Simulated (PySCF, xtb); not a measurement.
CH4AlClFN, SMILES [NH]([Al]([Cl])[F])C. Other conformers were not sampled.

Harmonic wavenumbers (cm⁻¹) from GFN2-xTB (xtb) at its own minimum, in rising order: 92, 103, 153, 173, 257, 269, 469, 497, 728, 806, 1020, 1105, 1116, 1307, 1414, 1481, 1492, 2934, 2953, 3020, 3394.

Task: What does PySCF with PBE-D3(BJ)/def2-SVP give at its own minimum? (An estimate is asked for; the answer gives what the named calculation found.)

Result: 99, 105, 158, 180, 239, 295, 499, 510, 733, 882, 1046, 1098, 1136, 1338, 1401, 1417, 1444, 2924, 2982, 3050, 3506. Paired by order, the mean absolute difference is 28 cm⁻¹ and the zero-point energies are 35.4 and 35.8 kcal/mol.
